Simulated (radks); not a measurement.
Question: The table gives one normalised radial function P(r) = r R(r) of Au4.75+ in [Kr] 4d10 4f14 5s2 5d(up 4, down 4) 5p(up 2.25, down 2) (r in bohr). Method: scalar-relativistic Kohn-Sham, PBE, spin-polarised, spherical densities, finite nucleus; Fermi nuclear charge, rms radius 5.4371 fm; computed with a radial shooting solver on a logarithmic mesh with Libxc functionals.

r,P
0.001287,0.1005
0.001703,0.1215
0.002254,0.1449
0.002982,0.1695
0.003946,0.1932
0.005221,0.2120
0.006908,0.2199
0.00914,0.2085
0.01209,0.1675
0.016,0.0880
0.02117,-0.0318
0.02801,-0.1762
0.03706,-0.3017
0.04904,-0.3356
0.06489,-0.2053
0.08585,0.0912
0.1136,0.4051
0.1503,0.4584
0.1989,0.0752
0.2631,-0.5048
0.3482,-0.6823
0.4606,-0.1186
0.6095,0.7743
0.8064,1.2514
1.067,1.0489
1.412,0.5399
1.868,0.1693
2.472,0.0298
3.27,0.0025
4.327,0.0001

Which n and l does it have? It may be an empty orbital.

Answer: n = 5, l = 0: the number of nodes gives n - l - 1 = 4, the rise at small r (about r^(l+1), flatter next to the nucleus through relativity) gives l, and the extent must fit the shell. The curve is that of 5s down; the table hardly tells the two spins apart. 5s down: eigenvalue -176.53 eV, 4 radial nodes at r = 0.0198, 0.0796, 0.206, 0.478 bohr, <r> = 0.914 bohr, 90 % of the charge inside 1.30 bohr.
